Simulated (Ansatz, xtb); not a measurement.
**ClH3HfSe3: which of two structures lies lower**

Structure I: a singlet given by its coordinates. Structure II: a singlet given by its coordinates. Both are isolated molecules in the gas phase, relaxed with PBE0-D4/def2-SVP.

I (Å):

```yaml
atoms:
  - { symbol: Cl, position_ang: [-2.3765, -1.3386, 1.3079] }
  - { symbol: Hf, position_ang: [-0.4161, -0.3616, 0.4953] }
  - { symbol: Se, position_ang: [1.6436, -1.2349, 1.7188] }
  - { symbol: Se, position_ang: [-0.5238, 2.1899, 0.6810] }
  - { symbol: Se, position_ang: [0.0351, -0.9730, -1.9399] }
  - { symbol: H, position_ang: [2.2161, 0.1228, 1.6361] }
  - { symbol: H, position_ang: [0.3256, 2.2510, -0.5248] }
  - { symbol: H, position_ang: [-1.3269, -0.5109, -2.2845] }
```

Close contacts (Å): Cl1–Hf2 2.34, Hf2–Se3 2.55, Hf2–Se4 2.56, Hf2–Se5 2.55, Hf2–H6 2.91, Hf2–H7 2.90, Hf2–H8 2.93, Se3–H6 1.48, Se4–H7 1.48, Se5–H8 1.48.

II (Å):

```yaml
atoms:
  - { symbol: Cl, position_ang: [-2.4912, -0.7267, 0.8315] }
  - { symbol: Hf, position_ang: [-0.2838, -0.1016, 0.3616] }
  - { symbol: Se, position_ang: [1.3958, -1.4415, 1.7365] }
  - { symbol: Se, position_ang: [0.2100, 2.3292, 0.9199] }
  - { symbol: Se, position_ang: [0.2897, -0.2985, -2.1188] }
  - { symbol: H, position_ang: [2.3280, -1.3140, 0.5988] }
  - { symbol: H, position_ang: [-1.0053, 2.7131, 0.1698] }
  - { symbol: H, position_ang: [-0.3759, -1.6186, -2.1427] }
```

Close contacts (Å): Cl1–Hf2 2.34, Hf2–Se3 2.55, Hf2–Se4 2.54, Hf2–Se5 2.55, Hf2–H6 2.89, Hf2–H7 2.91, Hf2–H8 2.93, Se3–H6 1.48, Se4–H7 1.48, Se5–H8 1.48.

Problem. Which of the two would you expect CCSD(T)/def2-SVP + ΔMP2/def2-TZVPP electronic energies to favour?

Solution. CCSD(T)/def2-SVP + ΔMP2/def2-TZVPP gives E(II) − E(I) = −0.63 kcal/mol, slightly favouring structure II, which is too small a margin to settle the true order.

The same difference at several levels:

```json
{"level": "PBE0-D4/def2-SVP", "geometry": "PBE0-D4/def2-SVP", "E(II) − E(I) (kcal/mol)": "−0.75", "departure from the last row (kcal/mol)": "−0.12", "job, with rough time for the two": "optimisation, 7.4 min"}
{"level": "HF/def2-SVP", "geometry": "PBE0-D4/def2-SVP", "E(II) − E(I) (kcal/mol)": "−0.64", "departure from the last row (kcal/mol)": "−0.01", "job, with rough time for the two": "part of the CCSD(T) run"}
{"level": "MP2/def2-SVP", "geometry": "PBE0-D4/def2-SVP", "E(II) − E(I) (kcal/mol)": "−0.88", "departure from the last row (kcal/mol)": "−0.25", "job, with rough time for the two": "part of the CCSD(T) run"}
{"level": "CCSD(T)/def2-SVP", "geometry": "PBE0-D4/def2-SVP", "E(II) − E(I) (kcal/mol)": "−0.83", "departure from the last row (kcal/mol)": "−0.20", "job, with rough time for the two": "single point"}
{"level": "CCSD(T)/def2-SVP + ΔMP2/def2-TZVPP", "geometry": "PBE0-D4/def2-SVP", "E(II) − E(I) (kcal/mol)": "−0.63", "departure from the last row (kcal/mol)": "", "job, with rough time for the two": "single point, 5.8 min"}
```

The largest departure from CCSD(T)/def2-SVP + ΔMP2/def2-TZVPP is that of MP2/def2-SVP, 0.25 kcal/mol. Levels run at GFN2-xTB geometries aren't shown. The last row adds to CCSD(T) the change of the MP2 difference between the two basis sets, here +0.20 kcal/mol.

With thermal terms from frequencies at re-optimised GFN2-xTB minima (ideal gas, soft modes damped towards free rotors, one conformer each, 298.15 K, 1 atm): on the last row, ΔE + ΔZPE = −0.62, ΔH = −0.64, ΔG = −0.55 kcal/mol.

The correlated steps freeze 32 core orbitals; the filled d shell of Se is correlated, in a basis made for valence electrons. Atoms past krypton carry core potentials in the def2 sets and no spin–orbit term is included. Codes used: Ansatz 0.2.0, xtb 6.7.1; the last row on 2 threads of Arm Neoverse V1 on a shared host.
